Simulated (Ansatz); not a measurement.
Program: Ansatz. Geometries: PBE0-D4/def2-TZVP. ΔE: electronic, gas phase. CCSD(T)/CBS adds triple-zeta CCSD(T) − MP2 to the extrapolated MP2 energy (def2 sets, frozen cores). This one scheme is used for every species. DFT in def2-TZVPP. B3LYP here is the variant with VWN-RPA as its local correlation; programs differ in this. For Ga, Ge outer-core shells are correlated without core-valence functions, which leaves a few kJ/mol of doubt a bond. Scalar relativity is left out up to krypton. One conformer a species, not always the lowest.

`[GaH2][NH][SiH2][SiH2][GeH3]` + HCl → `Cl[SiH2][SiH2][GeH3]` + `[NH2][GaH2]`  (ligand exchange at the Si–N bond)

```tsv
level	ΔE (kJ/mol)	difference from CCSD(T)/CBS
PBE-D4	-38.7	-2.2
r2SCAN-D4	-40.6	-4.1
PBE0-D4	-38.3	-1.8
B3LYP-D4	-37.5	-1.0
ωB97X-V	-42.7	-6.2
ωB97M-V	-39.8	-3.3
B2PLYP	-47.7	-11.2
PBE	-50.5	-14.0
r2SCAN	-43.6	-7.1
PBE0	-48.7	-12.2
B3LYP	-56.4	-19.9
HF/def2-TZVPP	-61.9	-25.4
MP2/def2-TZVPP	-33.7	2.8
SCS-MP2/def2-TZVPP	-37.2	-0.7
CCSD/def2-TZVPP	-35.0	1.5
CCSD(T)/def2-TZVPP	-31.1	5.4
HF/def2-QZVPP	-62.5	-26.0
MP2/def2-QZVPP	-37.0	-0.5
SCS-MP2/def2-QZVPP	-40.7	-4.2
HF/CBS(def2)	-62.6	-26.1
MP2/CBS(def2)	-39.0	-2.5
CCSD/CBS(def2)	-40.4	-3.9
CCSD(T)/CBS	-36.5	0
```

Largest T1 diagnostic among the species: 0.014.

The D4 term adds +19.0 kJ/mol with B3LYP and +10.4 kJ/mol with PBE0; it sums over pairs of atoms, weighted by their polarisabilities, and B3LYP, whose exchange is more repulsive, gets the larger term. In def2-TZVPP, CCSD(T) changes the Hartree–Fock value by +30.8 kJ/mol (the triples alone add +3.9 kJ/mol) and MP2 by +28.2 kJ/mol.
